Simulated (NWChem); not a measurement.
System: CuH$_{2}$OCl; SMILES [OH2]->[Cu][Cl]

```xyz
5

Cu    -0.0038    -0.2777     0.0000
Cl    -0.0059     1.7789     0.0000
O     -0.0596    -2.1349     0.0000
H      0.3434    -2.5547     0.7805
H      0.3434    -2.5547    -0.7805
```
Atoms are numbered in this order, from 1.

All runs: NWChem. The geometry was optimised at B3LYP/6-31G* (spherical d). Total energies compare along this basis series because the functional is fixed.

```
level             basis functions  energy (Ha)  highest occupied level (eV)  orbital gap (eV)  dipole (D)
----------------  ---------------  -----------  ---------------------------  ----------------  ----------
B3LYP/def2-SVP                 73   -2176.8303                        -5.80              4.49        8.30
B3LYP/def2-SVPD               100   -2176.8662                        -6.54              4.59        8.44
B3LYP/def2-TZVP               125   -2177.3373                        -6.41              4.68        8.36
B3LYP/def2-TZVPP              165   -2177.3432                            …                 …           …
```

What belongs in the gaps?


- B3LYP/def2-TZVPP, highest occupied level (eV): -6.45
- B3LYP/def2-TZVPP, orbital gap (eV): 4.74
- B3LYP/def2-TZVPP, dipole (D): 8.21
